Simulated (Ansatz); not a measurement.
This geometry of C₂H₈S₂Si (13 atoms, charge 0, multiplicity 1) is a first-order saddle point.

The calculation used Ansatz 0.2.0, RKS r2SCANh-D4/6-31G.

```xyz
13
Properties=species:S:1:pos:R:3
C -1.291 0.436 1.024
Si 0.515 -0.165 0.955
C 0.882 -1.228 -0.607
S 0.852 -0.433 -2.322
S 0.556 1.764 -1.993
H -1.502 0.878 2.002
H -1.977 -0.403 0.874
H -1.486 1.190 0.259
H 0.759 -1.125 2.092
H 1.501 0.956 1.070
H 1.879 -1.664 -0.499
H 0.144 -2.036 -0.649
H -0.811 1.797 -2.189
```

**Question.** Which two structures does it join? (They come from a converged band through this point; their orientation in space is the band's.)

**Answer.** No bond is made or broken. The dihedral Si2–C3–S4–S5 goes from 77 to -82°.

Image 0:

```xyz
13
Properties=species:S:1:pos:R:3
C -1.784 0.036 0.819
Si 0.106 -0.129 0.968
C 0.799 -1.042 -0.568
S 0.530 -0.085 -2.185
S 2.120 1.475 -2.025
H -2.193 0.624 1.645
H -2.261 -0.949 0.831
H -2.042 0.532 -0.121
H 0.489 -0.908 2.198
H 0.751 1.227 1.048
H 1.863 -1.273 -0.489
H 0.260 -1.982 -0.733
H 1.382 2.439 -1.372
```

Image 8:

```xyz
13
Properties=species:S:1:pos:R:3
C -1.298 0.622 1.045
Si 0.547 0.189 1.205
C 1.267 -0.605 -0.387
S 1.015 0.460 -1.939
S -1.082 -0.084 -2.494
H -1.668 1.039 1.986
H -1.890 -0.262 0.798
H -1.451 1.365 0.258
H 0.766 -0.794 2.328
H 1.357 1.420 1.495
H 2.356 -0.696 -0.307
H 0.864 -1.600 -0.590
H -0.762 -1.088 -3.384
```

**Question.** How far does it lie above each of them?

**Answer.** 7.3 kJ/mol above the first and 5.2 kJ/mol above the second. This is the barrier of this one path; another mechanism may lie lower. Limits of this set-up: no polarisation functions.

Time of the run: 23 min on 1 thread of Intel(R) Xeon(R) Processor @ 2.50GHz (Skylake/Cascade Lake), on a shared host, peak memory 0.22 GiB.
